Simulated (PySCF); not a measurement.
# One molecule, several mistakes: AlBFH2N

Calculated results; nothing here was measured. They come from PySCF 2.14.0, an open-source quantum chemistry program, on an isolated molecule that a program drew, which may never have been made. The molecule is AlBFH2N (charge 0, singlet), drawn as the SMILES string `FB[N]=[AlH]`.

Each row is a Hartree-Fock (HF) and frozen-core CCSD(T) single point in the cc-pV(D+d)Z basis, meant for a local HF minimum. Run 1 is clean. Each other run has one planted mistake out of seven kinds, and not every kind appears here: one electron removed, one electron added, multiplicity raised by two, geometry at a saddle point, minimal basis STO-3G, one bond length entered in bohr, all coordinates scaled. The reference is restricted for singlets and unrestricted otherwise, and also for a bond in bohr. Adding or removing an electron swaps singlet and doublet. Electrons count all cores. HOMO and LUMO are orbital energies over both spins, the gradient is its largest component, and the lowest frequency (negative if imaginary) is given only where the gradient is small. Bond lengths are over the 5 bonds as drawn. T1 is the CCSD diagnostic: over 0.02 (restricted) or 0.045 (unrestricted) a single reference is doubtful.

Geometry of the clean run:
```xyz
6
AlBFH2N, angstrom
F    -1.7569    3.5473    0.5266
B    -2.2147    2.9471   -0.5982
N    -1.4506    2.0104   -1.2807
Al   -0.5232    0.9247   -2.0419
H    -3.3182    3.2969   -0.9371
H     0.3355   -0.1193   -2.7986
```

| run | electrons | basis functions | <S^2> | HOMO (eV) | LUMO (eV) | gradient (hartree/bohr) | lowest frequency (cm^-1) | mean bond (Å) | longest bond (Å) | T1 | HF (hartree) | CCSD(T) (hartree) | mistake |
|---|---|---|---|---|---|---|---|---|---|---|---|---|---|
| 1 | 36 | 75 | 0.000 | -9.62 | 1.26 | 7.3e-06 | 97 | 1.4233 | 1.618 | 0.0212 | -421.71321 | -422.24152 | no fault |
| 2 | 36 | 75 | 0.907 | -9.18 | -0.93 | 8.9e-03 | - | 1.6989 | 2.927 | 0.0468 | -421.61843 | -422.13221 | one bond length entered in bohr |
| 3 | 36 | 75 | 0.000 | -9.84 | 1.51 | 8.1e-02 | - | 1.3307 | 1.513 | 0.0186 | -421.67701 | -422.19407 | ? |
| 4 | 36 | 26 | 0.000 | -5.49 | 8.25 | 2.7e-02 | - | 1.4233 | 1.618 | 0.0285 | -416.33931 | -416.53952 | ? |

**Which mistake was planted in run 3, and what did it cost?**

The mean and the longest bond both change by the same factor, 0.935, and the gradient is no longer small. So the mistake is: all coordinates scaled. Subtracting run 1 and multiplying by 627.51 kcal/mol a hartree, the energy moved by 22.7 kcal/mol in HF and 29.8 kcal/mol in CCSD(T).

**Which mistake was planted in run 4, and what did it cost?**

It has 26 basis functions where the clean run has 75, with the same electrons and geometry. So the mistake is: minimal basis STO-3G. Subtracting run 1 and multiplying by 627.51 kcal/mol a hartree, the energy moved by 3372.2 kcal/mol in HF and 3578.1 kcal/mol in CCSD(T).

Cautions from the logs. Run 1: T1 is over the limit, so its CCSD(T) energy is less reliable; run 2: T1 is over the limit, so its CCSD(T) energy is less reliable; run 4: T1 is over the limit, so its CCSD(T) energy is less reliable.
